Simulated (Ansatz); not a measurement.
Cost and result for the atomization energy of H$_{4}$O$_{3}$Sn, SMILES `[OH][SnH]([OH])[OH]` (8 atoms, 7 bonds).

Cartesian coordinates in Å:
```
O -0.5192 -1.7378 0.1090
Sn -0.1131 0.0495 -0.5664
O 1.7677 0.3914 -0.1653
O -1.1520 1.3075 0.5079
H 0.2225 -2.1172 0.5881
H -0.4475 0.1935 -2.2169
H 1.8718 1.0477 0.5290
H -1.6302 0.8654 1.2146
```

Charge 0, multiplicity 1. Correlated methods include outer-core shells of Sn, which these sets cover unevenly. Sn takes the def2 core potential. Geometry: relaxed with PBE0-D4/def2-TZVP. It is one conformer, not always the lowest. Program: Ansatz. All runs use 4 threads of an Arm Neoverse V2 on a shared host. Times are those of one run each, without the atoms' runs, and a repeat can differ threefold. Electronic energies, without spin–orbit coupling; frozen cores. CCSD(T)/CBS adds CCSD(T) − MP2 in def2-TZVPP to the MP2 limit, and its time is that of the two runs behind it. T1 = 0.014. With those shells the extrapolation isn't a true limit.

CCSD(T)/CBS is a level of theory with its own doubt, some kJ/mol a heavy atom from the limit and from the frozen cores, so smaller differences don't rank the functionals.

```json
{"level": "LDA (SPW92)/def2-TZVPP", "functions": "199", "wall time": "0.85 s", "atomization (kJ/mol)": "3108.3", "difference from CCSD(T)/CBS": "421.4", "per bond": "60.2"}
{"level": "revPBE-D4/def2-TZVPP", "functions": "199", "wall time": "1.4 s", "atomization (kJ/mol)": "2591.7", "difference from CCSD(T)/CBS": "-95.2", "per bond": "-13.6"}
{"level": "BLYP-D4/def2-TZVPP", "functions": "199", "wall time": "1.5 s", "atomization (kJ/mol)": "2642.9", "difference from CCSD(T)/CBS": "-44.0", "per bond": "-6.3"}
{"level": "PBE-D4/def2-TZVPP (with forces)", "functions": "199", "wall time": "1.6 s", "atomization (kJ/mol)": "2685.3", "difference from CCSD(T)/CBS": "-1.6", "per bond": "-0.2"}
{"level": "BHLYP-D4/def2-TZVPP", "functions": "199", "wall time": "1.9 s", "atomization (kJ/mol)": "2474.4", "difference from CCSD(T)/CBS": "-212.5", "per bond": "-30.4"}
{"level": "r2SCAN-D4/def2-TZVPP (with forces)", "functions": "199", "wall time": "3 s", "atomization (kJ/mol)": "2635.4", "difference from CCSD(T)/CBS": "-51.5", "per bond": "-7.4"}
{"level": "B2PLYP/def2-TZVPP", "functions": "199", "wall time": "3.5 s", "atomization (kJ/mol)": "2599.8", "difference from CCSD(T)/CBS": "-87.1", "per bond": "-12.4"}
{"level": "CCSD(T)/def2-SVP", "functions": "88", "wall time": "3.7 s", "atomization (kJ/mol)": "2383.0", "difference from CCSD(T)/CBS": "-303.9", "per bond": "-43.4"}
{"level": "B97M-V/def2-TZVPP", "functions": "199", "wall time": "6 s", "atomization (kJ/mol)": "2649.9", "difference from CCSD(T)/CBS": "-37.0", "per bond": "-5.3"}
{"level": "ωB97M-V/def2-TZVPP (with forces)", "functions": "199", "wall time": "7.5 s", "atomization (kJ/mol)": "2638.9", "difference from CCSD(T)/CBS": "-48.0", "per bond": "-6.9"}
{"level": "MP2/def2-QZVPP", "functions": "373", "wall time": "11 s", "atomization (kJ/mol)": "2710.8", "difference from CCSD(T)/CBS": "23.9", "per bond": "3.4"}
{"level": "CCSD(T)/def2-TZVPP", "functions": "199", "wall time": "94 s", "atomization (kJ/mol)": "2577.0", "difference from CCSD(T)/CBS": "-109.9", "per bond": "-15.7"}
{"level": "CCSD(T)/CBS(def2)", "functions": "–", "wall time": "100 s", "atomization (kJ/mol)": "2686.9", "difference from CCSD(T)/CBS": "0.0", "per bond": "0.0"}
```

The D4 term adds +21.7 kJ/mol with B3LYP and +11.3 kJ/mol with PBE0; it sums over pairs of atoms, weighted by their polarisabilities, and B3LYP, whose exchange is more repulsive, gets the larger term. In def2-TZVPP, CCSD(T) changes the Hartree–Fock value by +902.5 kJ/mol (the triples alone add +57.1 kJ/mol) and MP2 by +969.6 kJ/mol; breaking electron pairs costs correlation energy, which Hartree–Fock lacks. From BLYP to BHLYP (50 % exact exchange), in def2-TZVPP and without D4, the atomization energy moves by −157.1 kJ/mol: exact exchange takes away binding that semilocal exchange gives to molecules.

B3LYP here is the variant with VWN-RPA as its local correlation; programs differ in this.

Spin–orbit coupling would lower the free Sn atoms strongly, and the atomization energy with them, by more than many differences here. For some Ge, Se and Sn compounds the MP2-based and the directly extrapolated limit differ by 10 to 25 kJ/mol.
